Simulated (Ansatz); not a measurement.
Ansatz (a program for electronic structure) input for GeF2ClBr, SMILES [F][Ge]([F])([Cl])[Br], PBE0/def2-SVPD. Geometry optimised at TPSSh-D3(BJ)/def2-SVP.

Ansatz 0.2 input:
```yaml
crystal:
  periodic: [false, false, false]
  atoms:
    - {symbol: F, position_ang: [1.29361236, 0.80380295, -1.37162661]}
    - {symbol: Ge, position_ang: [0.31014881, 0.46670249, 0.00000000]}
    - {symbol: F, position_ang: [1.29361237, 0.80380294, 1.37162661]}
    - {symbol: Cl, position_ang: [-1.34527213, 1.79495752, 0.00000000]}
    - {symbol: Br, position_ang: [-0.29543309, -1.71192030, -0.00000000]}
basis:
  gaussian:
    orbitals: def2-SVPD
hamiltonian:
  xc: {name: PBE0}
```

Program output:

```
WARN ansatz: RAYON_NUM_THREADS=1 ignored (pool sized by the plan → 1); use --threads N
Functional definition: PBE0
integrals: 0.15 GiB planned
1443 factors; integrals over basis functions are off by at most 3.1e-4 eV
mean field: 1.05 GiB planned
mean field evaluation 1: about -144473.8817 eV, gradient 4.9e1 eV
mean field evaluation 2: about -144465.7879 eV, gradient 8.9e1 eV
mean field evaluation 4: about -144477.6574 eV, gradient 2.7e0 eV
mean field evaluation 8: about -144477.6979 eV, gradient 1.1e-1 eV
mean field evaluation 16: about -144477.6979 eV, gradient 4.5e-5 eV
mean field -144477.69791936 eV, -5309.4574680356 hartree, gradient 4.4e-5 eV, S^2 0.000000; 0 other end points of the search recorded, 0 dependent functions left out
reference -144477.69796172 eV, -5309.4574695923 hartree; 51, 51 occupied and 101, 101 virtual orbitals, 1443 factors
Total energy: -144477.69796172 eV, -5309.4574695923 hartree
```

The calculation finished and met its thresholds.
